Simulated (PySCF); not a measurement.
## Calculated NMR parameters of C=C1C=C/C1=C/C=C\F

```
Formula                               : C8H7F
SMILES                                : C=C1C=C/C1=C/C=C\F
InChI                                 : InChI=1S/C8H7F/c1-7-4-5-8(7)3-2-6-9/h2-6H,1H2/b6-2-,8-3-
Point group of the computed structure : Cs
Degrees of unsaturation               : 5
Carbon signals                        : 8
Proton signals                        : 7
```

Structure with atom numbers: `[CH2:1]=[C:2]1[CH:3]=[CH:4]/[C:5]1=[CH:6]/[CH:7]=[CH:8]\[F:9]` (H(Xn): hydrogen on atom n). Ha(C1) is cis to C3; Hb(C1) is trans to C3.

Non-relativistic Hamiltonian, gas phase, one conformer. Shielding tensors at PBE0/pcSseg-1 (GIAO); geometry from GFN2-xTB; PySCF.

References, each an isolated molecule treated in the same way: ¹H (31.72 ppm), ¹³C (186.93 ppm) vs TMS; CFCl3 for ¹⁹F (170.95 ppm).

| carbon | δC, type | δH (multiplicity) | HMBC from (2–3 bonds) | span of the C tensor (ppm) |
| --- | --- | --- | --- | --- |
| C1 | 103.3, CH2 | Ha(C1) 5.08 (m); Hb(C1) 5.09 (m) | H(C3) | 167 |
| C2 | 155.9, C | – | H(C4), H(C3), H(C6), Hb(C1), Ha(C1) | 205 |
| C3 | 154.6, CH | 7.15 (m) | H(C4), Hb(C1), Ha(C1) | 215 |
| C4 | 156.7, CH | 7.21 (m) | H(C3), H(C6) | 216 |
| C5 | 148.8, C | – | H(C4), H(C3), H(C6), H(C7), Hb(C1), Ha(C1) | 179 |
| C6 | 112.8, CH | 6.45 (m) | H(C4), H(C8), H(C7) | 174 |
| C7 | 114.8, CH | 5.94 (m) | H(C8), H(C6) | 193 |
| C8 | 159.2, CH | 6.85 (m) | H(C6), H(C7) | 135 |

Other nuclei:
```csv
atoms,nucleus,environment,δ (ppm),σ (ppm)
F9,¹⁹F,vinylic fluorine,-126.7,297.6
```

- Carbon types of the structure: 2 × C, 5 × CH, 1 × CH2, which accounts for all hydrogens.
- δC 159.2, 156.7, 154.6, 114.8, 112.8: alkene CH; as expected for a trigonal carbon in a double bond.
- δC 155.9, 148.8: fully substituted alkene carbon; the olefinic region.
- δC 103.3: terminal =CH2 carbon; the olefinic region.
- δH 7.21, 7.15, 6.85, 6.45, 5.94: hydrogen on an alkene CH; attached to an sp2 carbon and in the plane of the double bond.
- δH 5.09, 5.08: hydrogen on a terminal =CH2 carbon; a vinylic proton, deshielded by the sp2 carbon and the C=C anisotropy.

Splittings by ¹⁹F in the carbon and heteronuclear signals aren't shown, as no couplings were computed. Shifts are as computed. Against solution values, carbons near 30 ppm lie about +3 ppm off and those near 130 ppm about +5 ppm. Of 1211 compounds with measured shifts, 218 miss one by over three times the rms of a fit or turn the order of signals round; such compounds aren't used in these exercises. Unscaled 19F shifts against computed CFCl3 carry errors that often reach 10 to 50 ppm. Multiplicities follow the n + 1 count of equivalent neighbours, as no J values were calculated; m marks all less simple cases, F and P coupling included.
